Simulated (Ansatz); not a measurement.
Z-matrix (Å, degrees):
```
Sn
C 1 2.106
Cl 1 2.324 2 108.7
Cl 1 2.324 2 106.2 3 114.7
H 1 1.698 2 120.5 3 -123.0
C 2 1.326 1 121.3 3 -118.6
H 2 1.086 1 117.9 3 60.6
H 6 1.086 2 122.3 1 -0.2
H 6 1.087 2 121.3 1 179.5
```

Total charge 0; spin multiplicity 1. Sn: def2 effective core potential.

(1) List the PBE/def2-TZVPP orbital energies in eV (the Gaussian-basis code of Ansatz). (Estimate.)

Answers

(1) Computed: Occupied: -2738.78, -2738.71, -269.91, -269.76, -249.34, -249.27, -190.04, -189.97, -189.87, -189.86, -189.80, -189.79, -134.27, -90.27, -90.23, -90.11, -26.81, -26.74, -26.63, -26.59, -26.57, -20.20, -19.70, -19.46, -14.78, -12.97, -11.71, -10.54, -9.27, -9.21, -8.40, -7.75, -7.69, -7.61, -7.51, -7.32. Lowest empty: -2.26, -1.85, -1.05, -0.27, 0.69, 1.29, 1.49, 1.82.
